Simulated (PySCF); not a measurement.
Exercise with solution: chemical shift, span and skew from a shielding tensor

C3H5ClOSi, SMILES C=C=C(Cl)[SiH2]O. Atoms are numbered in the order given.

```xyz
11

C      2.4622    -1.1374    -0.0239
C      1.3910    -0.3831    -0.0433
C      0.2832     0.3139    -0.0556
Cl     0.3047     2.0792    -0.2294
Si    -1.4377    -0.4349     0.1059
O     -1.3317    -2.0888     0.2586
H      2.8811    -1.5538    -0.9473
H      2.9823    -1.3677     0.9133
H     -2.0897     0.2161     1.2781
H     -2.2138    -0.1696    -1.1286
H     -0.7782    -2.4329     0.9696
```
Charge 0, spin multiplicity 1.

Geometry: B3LYP-D3(BJ)/def2-SVP. This is a generated structure with no PubChem entry under its InChIKey; it may be hypothetical. Other conformers were not sampled.

GIAO shieldings from PBE0/pcSseg-1 (PySCF), non-relativistic, no solvent. The symmetric part of the tensor of Si5 has the principal values 340.7, 374.2, 434.7 ppm. The same nucleus in TMS has σ = 352.7 ppm at this level (PySCF, at its B3LYP-D3(BJ)/def2-TZVP geometry). Without spin–orbit terms, shifts of atoms bonded to Cl or Br come out too high.

Problem. Work out the isotropic shielding, the ²⁹Si shift against TMS, the span and the skew.

Solution. 
σ(iso) = (σ11 + σ22 + σ33)/3 = 383.2 ppm. δ = σ(ref) − σ(iso) = 352.7 − (383.2) = -30.5 ppm.
Span Ω = σ33 − σ11 = 94.0 ppm. Skew κ = 3(σ(iso) − σ22)/Ω = 0.29. Tumbling in solution averages the tensor to δ; in a static solid the shielding alone would spread this spin-1/2 line over Ω.
